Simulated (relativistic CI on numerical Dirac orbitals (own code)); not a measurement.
# Ni2+: q coefficients and field-shift factors

Calculated at this level of theory: Dirac-Coulomb-Breit CI, orbitals from a KLI potential per configuration, valence Slater integrals scaled by 0.85, P86 correlation energy added to each configuration, derivatives by finite differences, QED left out (own radial code, finite nucleus).

Configurations in the expansion (outside the closed core [Ne] 3s2): 3p⁶3d⁸, 3p⁶3d⁷4s, 3p⁶3d⁷4p, 3p⁶3d⁶4s², 3p⁶3d⁷4d, 3p⁶3d⁶4s4p, 3p⁵3d⁹. Levels of other configurations are missing.

With x = (α/α₀)² − 1 an excitation energy changes as ω = ω₀ + qx; K = 2q/ω₀ is the relative enhancement. Terms are leading LS components, so labels can repeat. The field-shift factor is F = δν/δ⟨r²⟩ for the transition from the lowest level.

Lowest level 3p⁶3d⁸ ³F4.

```csv
Level,ω₀ (cm⁻¹),q (cm⁻¹),K,F (GHz/fm²)
3p⁶3d⁸ ³F3,1290.5,1281,1.99,0.00799
3p⁶3d⁸ ³F2,2163.1,2059,1.9,0.013
3p⁶3d⁸ ¹D2,14733.1,384.8,0.0522,0.0314
3p⁶3d⁸ ³P2,17417.7,1232,0.142,0.0435
3p⁶3d⁸ ³P1,17761.8,1246,0.14,0.0448
3p⁶3d⁸ ³P0,18010.9,1420,0.158,0.046
3p⁶3d⁸ ¹G4,22585.5,831.9,0.0737,0.0491
3p⁶3d⁷4s ⁵F5,49672.9,-5086,-0.205,2.25
3p⁶3d⁷4s ⁵F4,50601.7,-4168,-0.165,2.25
3p⁶3d⁷4s ⁵F3,51328.2,-3454,-0.135,2.26
3p⁶3d⁷4s ⁵F2,51858.3,-2948,-0.114,2.26
3p⁶3d⁷4s ⁵F1,52204.3,-2624,-0.101,2.26
3p⁶3d⁸ ¹S0,54107.1,852.3,0.0315,0.119
```

Correlation outside the listed configurations is missing or only estimated: errors of thousands of cm⁻¹ between configurations and terms are usual at this charge. Rates and lifetimes follow the computed energies and can be off by large factors. The fine structure of a lone outer electron comes out too small, for d and f at times inverted, and misplaced configurations move strength between like terms.
